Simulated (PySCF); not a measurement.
Al(Cl)(Me)(Et) (C3H8AlCl), SMILES C[CH2][Al]([CH3])[Cl]. Atoms are numbered in the order given.

```xyz
13

Al    -0.4211    -0.3839     0.0000
Cl     1.6768    -0.7419     0.0000
C     -1.5912    -1.9448     0.0000
H     -1.3996    -2.5780     0.8837
H     -1.3996    -2.5780    -0.8837
H     -2.6603    -1.6766     0.0000
C     -1.0165     1.4817     0.0000
C      0.0640     2.5726     0.0000
H     -1.6888     1.6010     0.8727
H     -1.6888     1.6010    -0.8727
H      0.7189     2.4954    -0.8828
H      0.7189     2.4954     0.8828
H     -0.3700     3.5868     0.0000
```

Geometry optimised at B3LYP-D3(BJ)/def2-SVP. The structure was generated by enumeration; whether it is a known compound was not checked. The values are those of a single conformer.

Level of theory: PBE0/def2-TZVP (PySCF).

The molecule is in vacuum.

```json
{
 "total_energy": "-821.49756 hartree",
 "point_group": "Cs",
 "highest_occupied_level": "-7.57 eV",
 "lowest_empty_level": "-0.66 eV",
 "orbital_gap": "6.91 eV",
 "dipole_moment": "2.13 D",
 "quadrupole, principal values (traceless, Buckingham form, about the centre of nuclear charge)": "-4.56, -1.01, 5.57 D·Å",
 "mean_static_polarisability": "73.7 bohr³ (10.92 Å³)",
 "polarisability_principal_values": "59.3, 77.5, 84.3 bohr³"
}
```
